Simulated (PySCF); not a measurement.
Species: C4H8O4.
Bonds: C1–O2, O2–C3, C3–O4, O4–C5, C5–O6 (double), C5–O7, O7–C8. Hydrogens: H9, H10, H11 on C1; H12, H13 on C3; H14, H15, H16 on C8.

Computed with PBE0-D3(BJ)/def2-SVP geometry optimisation, gas phase in PySCF 2.14.0.

(1) What internal coordinates does the optimisation give?

## Answers

(1) 
```
                  bond  length (Å)   order
                 C1–O2       1.405  single
                 O2–C3       1.360  single
                 C3–O4       1.432  single
                 O4–C5       1.326  single
                 C5=O6       1.204  double
                 C5–O7       1.328  single
                 O7–C8       1.415  single
         C1–H9, C1–H11       1.100  single
                C1–H10       1.107  single
        C3–H12, C3–H13       1.104  single
C8–H14, C8–H15, C8–H16       1.099  single
```

Bonds in one row agree within 0.01 Å and their mean is given. Orders are formal, as drawn. A selection of angles:
```
   angle  degrees
C1–O2–C3    114.6
O2–C3–O4    108.8
C3–O4–C5    115.5
O4–C5–O6    125.5
O4–C5–O7    108.8
O6–C5–O7    125.7
C5–O7–C8    115.3
```

Dihedral angles: C1–O2–C3–O4 68° (synclinal); O2–C3–O4–C5 -175° (antiperiplanar); C3–O4–C5–O6 -1° (synperiplanar); O4–C5–O7–C8 180° (antiperiplanar). The mirror-image conformer, all signs reversed, is as good.

The 7 C–O bonds span 1.204 Å (C5=O6, drawn double) to 1.432 Å (C3–O4, drawn single), a spread of 0.228 Å. Of the pairs four or more bonds apart, O6···H13 is among the closest relative to their van der Waals radii: 2.52 Å, 93 % of the sum of Bondi's values.

Point group: C1 (no symmetry element, even within 0.4 Å). No PBE0-D3(BJ)/def2-SVP frequencies stand behind this structure, so it isn't proved a minimum. The numbers are those of one conformer.

The run took about 2.2 min of CPU time (one thread, shared machine). This is the geometry optimisation.
